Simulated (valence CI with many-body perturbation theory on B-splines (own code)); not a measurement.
O I: magnetic and hyperfine properties of the levels

Level of theory: configuration interaction combined with many-body perturbation theory (CI+MBPT): six valence electrons over a frozen Dirac-Fock core [He], a basis of 9 s, 9 p, 8 d, 6 f, 3 g, 1 h functions for each j, with the one-electron correlation potential Σ1 (screened to all orders), the two-electron term Σ2, the three-electron term Σ3, Breit, model QED; selected single and double excitations, second order for the rest, scaled by the run's own slope (own B-spline code, finite nucleus).

Against 22 measured levels this calculation errs by 257 cm⁻¹ on average and by 374 at most. Among the levels kept, up to 1500 cm⁻¹ of a level comes from second order outside the variational space, and about a tenth of that is noise between levels of different J, which matters for small intervals.

A/g_I is the dipole constant over the nuclear g factor μ/I (μ in nuclear magnetons, uniformly magnetised nucleus), B/Q the quadrupole constant per barn. Both hold the static response of the core; the bare values leave it out. Large factors of s and p1/2 electrons are usually good to 5 to 10 %; those of open d and f shells near neutrality can be off by tens of per cent, and small factors of p3/2, d and f electrons come from cancelling terms and can be off by a factor of two or in sign, in half-filled shells by more. B is blank for J = 1/2, where it vanishes, and for nearly pure S terms. Energies count from the lowest level. Levels with J = 0 are left out.

| Level | E (cm⁻¹) | g | A/g_I (MHz) | A/g_I bare | B/Q (MHz/b) | B/Q bare |
| --- | --- | --- | --- | --- | --- | --- |
| 2s2.2p4 3P_2 | 0.0 | 1.501 | 282 | 372 | 406 | 416 |
| 2s2.2p4 3P_1 | 227 | 1.501 | -13.4 | 84.8 | -202 | -207 |
| 2s2.2p4 1D_2 | 15984 | 1.000 | 478 | 478 | -877 | -898 |
| 2s2.2p3.3s 5S°_2 | 73453 | 2.002 | 105 | 256 |  |  |
| 2s2.2p3.3s 3S°_1 | 76538 | 2.002 | -52.2 | 219 |  |  |
| 2s2.2p3.3p 5P_3 | 86257 | 1.668 | 12.7 | 120 | 17.3 | 17.7 |
| 2s2.2p3.3p 5P_1 | 86318 | 2.503 | 5.54 | 248 | 1.82 | 1.86 |
| 2s2.2p3.3p 5P_2 | 86323 | 1.835 | 16.5 | 151 | -17.8 | -18.2 |
| 2s2.2p3.3p 3P_1 | 88369 | 1.501 | 30.3 | 161 | -12.8 | -13.1 |
| 2s2.2p3.3p 3P_2 | 88390 | 1.501 | 19.8 | 151 | 26.7 | 27.3 |
| 2s2.2p3.4s 5S°_2 | 95161 | 2.002 | 29.3 | 188 |  |  |
| 2s2.2p3.4s 3S°_1 | 95960 | 2.002 | -7.69 | 261 |  |  |
| 2s2.2p3.3d 5D°_4 | 97067 | 1.501 | 4.44 | 84.8 | 1.00 | 1.03 |
| 2s2.2p3.3d 5D°_1 | 97149 | 1.501 | 3.92 | 84.5 | -0.318 | -0.329 |
| 2s2.2p3.3d 5D°_3 | 97168 | 1.501 | 3.19 | 83.6 | 0.192 | 0.199 |
| 2s2.2p3.3d 5D°_2 | 97169 | 1.501 | 2.21 | 82.8 | -0.207 | -0.214 |
| 2s2.2p3.3d 3D°_1 | 97216 | 0.499 | -5.00 | -139 | 0.407 | 0.419 |
| 2s2.2p3.3d 3D°_3 | 97235 | 1.334 | 3.96 | 93.2 | 1.14 | 1.17 |
| 2s2.2p3.3d 3D°_2 | 97236 | 1.167 | 1.92 | 46.3 | 0.524 | 0.541 |

Problem. Take the isotope of mass number 17, with I = 5/2, μ = -1.89354 μN and Q = -0.0256 b. What is the hyperfine structure of 2s2.2p4 3P_2?

Solution. From the table A = -213 MHz, B = -10.4 MHz. Shifts from the centre of gravity in MHz: F = 1/2: 1480, F = 3/2: 1170, F = 5/2: 642, F = 7/2: -102, F = 9/2: -1070.
